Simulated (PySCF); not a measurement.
C2H8N2Si2, SMILES C1[Si@@H]([SiH2]N=1)NC.

Geometry: PBE0-D3(BJ)/def2-SVP. The structure was generated by enumeration; whether it is a known compound was not checked. The values are those of a single conformer.

These are TDDFT-PBE/def2-SVPD run with PySCF 2.14.0 values and carry that method's errors.

Vertical excitations. 

```tsv
state	energy (eV)	λ (nm)	f	main pairs
S1	3.27	379	0.002	HOMO→LUMO 96 %
S2	3.73	332	0.003	HOMO−1→LUMO 96 %
S3	4.35	285	0.007	HOMO→LUMO+1 99 %
S4	4.71	263	0.004	HOMO→LUMO+2 98 %
S5	4.82	257	0.001	HOMO−2→LUMO 99 %
S6	5.00	248	0.012	HOMO−1→LUMO+1 91 %
S7	5.26	236	0.023	HOMO→LUMO+3 80 %
S8	5.35	232	0.002	HOMO→LUMO+4 76 %, HOMO−1→LUMO+2 21 %
S9	5.37	231	0.016	HOMO−1→LUMO+2 67 %, HOMO→LUMO+4 16 %
S10	5.54	224	0.008	HOMO→LUMO+5 99 %
T1	2.66	466	0	HOMO→LUMO 97 %
T2	3.45	360	0	HOMO−1→LUMO 97 %
T3	4.21	295	0	HOMO→LUMO+1 99 %
T4	4.46	278	0	HOMO→LUMO+2 94 %
```
Triplets are in the Tamm–Dancoff approximation, which puts them higher than full response would, so one can lie above its singlet here.
